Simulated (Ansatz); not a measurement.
A made-up structure of AlBSiH₃Cl, closed shell:

B1  (-1.081, 0.641, -0.022)
Si2  (0.238, 1.597, -0.832)
Al3  (0.789, -0.719, 0.003)
Cl4  (-2.734, 1.229, -0.638)
H5  (-1.971, 0.043, 0.494)
H6  (-0.528, 1.557, 0.726)
H7  (1.090, -1.433, 1.376)
(Å)

It is relaxed with PBE-D4/def2-SVP and then PBE0-D4/def2-TZVP (Ansatz 0.2.0). Atoms count as bonded within 1.22 times the sum of their covalent radii (H–H: 0.88 Å). The end point is not checked to be a true minimum.

(1) Does its bonding change? (A judgement: the text doesn't fix the answer.)

## Answers

(1) Computed: Yes. Formed: Si2–H6, Al3–H5; broken: none.

Where it ends: The first stage lowers the energy by 2.73 eV in 14 steps. It ends as AlBSiH₃Cl ([Cl][B]123[H][AlH]1[Si]2[H]3):
| atom | x (Å) | y (Å) | z (Å) |
| --- | --- | --- | --- |
| B1 | -1.2140 | 0.7537 | -0.1416 |
| Si2 | 0.4706 | 1.5555 | -0.9270 |
| Al3 | 0.5829 | -0.3466 | 0.4592 |
| Cl4 | -2.9092 | 1.0921 | -0.5573 |
| H5 | -1.2299 | -0.1283 | 0.7743 |
| H6 | -0.5683 | 1.7896 | 0.4206 |
| H7 | 0.6707 | -1.8025 | 1.0784 |

Labels in which every atom is bracketed show which atoms are joined, not bond orders.

For scale, one of the runs: PBE0-D4/def2-TZVP relaxation, 160 basis functions, launched by `ansatz run in.yaml --threads 2 --pin off --events-out ev --progress --plain --max-ram 4352MiB`. Hardware: 2 CPU threads of an Arm Neoverse V1, shared host. Wall time about 34 s.
